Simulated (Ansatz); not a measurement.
`C=C[Si](O)(Cl)OC` from Hartree–Fock to CCSD(T)

Z-matrix (Å, degrees):
```
Si
C 1 1.840
Cl 1 2.065 2 109.1
O 1 1.624 2 108.5 3 -121.1
O 1 1.628 2 113.3 3 119.7
C 2 1.329 1 124.8 3 -6.9
H 2 1.089 1 116.7 3 174.7
H 4 0.959 1 117.8 2 -169.4
C 5 1.411 1 125.2 2 -66.5
H 6 1.086 2 121.9 1 -178.4
H 6 1.086 2 121.6 1 2.0
H 9 1.095 5 111.3 1 57.6
H 9 1.091 5 108.0 1 176.9
H 9 1.094 5 111.0 1 -63.8
```

Charge 0, multiplicity 1. All single points use the PBE0-D4/def2-TZVP geometry. It is one conformer, not always the lowest. Frozen core, restricted reference, the Gaussian-basis code of Ansatz. CBS rows extrapolate triple and quadruple zeta; past MP2 they add the triple-zeta difference.

| basis | HF (Eh) | MP2 corr. | CCSD corr. | (T) | CCSD(T) total |
| --- | --- | --- | --- | --- | --- |
| def2-TZVPP | -1016.12213 | -1.27188 | -1.32406 | -0.05417 | -1017.50036 |
| def2-QZVPP | -1016.15694 | -1.37215 | – | – | – |
| CBS(def2) | -1016.16173 | -1.44643 | -1.49860 | as TZ | -1017.71450 |
